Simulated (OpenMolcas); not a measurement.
## Ionisation energies of zinc

| Item | Value |
| --- | --- |
| Program | OpenMolcas |
| Basis | ANO-R2 [6s5p4d2f1g] |
| Scalar Hamiltonian | X2C, finite nucleus |
| Spin-orbit coupling | RASSI with atomic mean-field integrals over the reference wave functions, term energies averaged over their components |

Active shells in each charge state: the valence s, p shells, with orbitals averaged over the low states. Where CASPT2's correlated closed shells are named, they are those of the first ion.

A. CASSCF
B. SS-CASPT2, IPEA 0.25 Eh, imaginary shift 0.1 Eh (closed shells correlated: 3d)
C. SS-CASPT2, IPEA 0 Eh, imaginary shift 0.1 Eh (closed shells correlated: 3d)
D. SS-CASPT2, IPEA 0.25 Eh, imaginary shift 0.1 Eh (closed shells correlated: none)
E. SS-CASPT2, IPEA 0.25 Eh, imaginary shift 0.1 Eh (closed shells correlated: 3s 3p 3d)

Energies in eV between the lowest computed levels, named as in B; reference values from the NIST Atomic Spectra Database with their kind.

```
         From             To       A       B       C       D       E  Spin-orbit share in B          Reference
   Zn 4s2 1S0  Zn+ 4s 2S 1/2   8.435   9.080   9.076   8.486   9.132                 +0.000   9.394 (measured)
Zn+ 4s 2S 1/2  Zn2+ 3d10 1S0  16.854  17.877  17.910  16.854  17.966                 +0.000  17.964 (measured)
```

Error against the reference values, in %:

```csv
From,Reference,A,B,C,D,E
Zn,measured,-10.2,-3.3,-3.4,-9.7,-2.8
Zn+,measured,-6.2,-0.5,-0.3,-6.2,0
```

Mean absolute error over the 2 measured values: A 1.03 eV, B 0.20 eV, C 0.19 eV, D 1.01 eV, E 0.13 eV. E lies closest.
